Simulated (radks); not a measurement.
The numbers below are computed, except where a source is named.
Isoelectronic series with 11 electrons, each ion in its NIST ground configuration. Code: a radial shooting solver on a logarithmic mesh with Libxc functionals. Model: scalar-relativistic Kohn-Sham, BLYP, spin-polarised, spherical densities, finite nucleus; open shells are filled with parallel spins first (spin-orbit coupling, left out, can overturn this in heavy ions); Fermi nuclear charge, rms radius of each element as measured or else 0.836 A^(1/3) + 0.57 fm. Total energies (hartree) and mean radii <r> (bohr):

ion    configuration  E (hartree)   3s up  2p down
Si3+        [Ne] 3s1   -287.90402   1.831   0.5338
Cl6+        [Ne] 3s1   -450.84743   1.264   0.4015
Ca9+        [Ne] 3s1   -651.48262  0.9745   0.3222
V12+        [Ne] 3s1   -890.05821  0.7947   0.2692
Fe15+       [Ne] 3s1  -1166.88969  0.6714   0.2311
Cu18+       [Ne] 3s1  -1482.35237  0.5812   0.2024
Ge21+       [Ne] 3s1  -1836.88070  0.5122   0.1799
Br24+       [Ne] 3s1  -2230.97151  0.4576   0.1619
Sr27+       [Ne] 3s1  -2665.18498  0.4132   0.1471
Nb30+       [Ne] 3s1  -3140.14835  0.3764   0.1347
Ru33+       [Ne] 3s1  -3656.56067  0.3454   0.1242
Ag36+       [Ne] 3s1  -4215.20460  0.3188   0.1151
Sn39+       [Ne] 3s1  -4816.93819  0.2958   0.1072
I42+        [Ne] 3s1  -5462.71696  0.2757   0.1003
Ba45+       [Ne] 3s1   -6153.5951  0.2579  0.09413
Pr48+       [Ne] 3s1   -6890.7410  0.2420  0.08864
Sm51+       [Ne] 3s1   -7675.4053  0.2278  0.08372
Tb54+       [Ne] 3s1   -8509.0855  0.2149  0.07927
Er57+       [Ne] 3s1   -9393.2296  0.2032  0.07522
Lu60+       [Ne] 3s1  -10329.6566  0.1925  0.07153
W63+        [Ne] 3s1  -11320.3603  0.1827  0.06814
Ir66+       [Ne] 3s1  -12367.3998  0.1736  0.06502
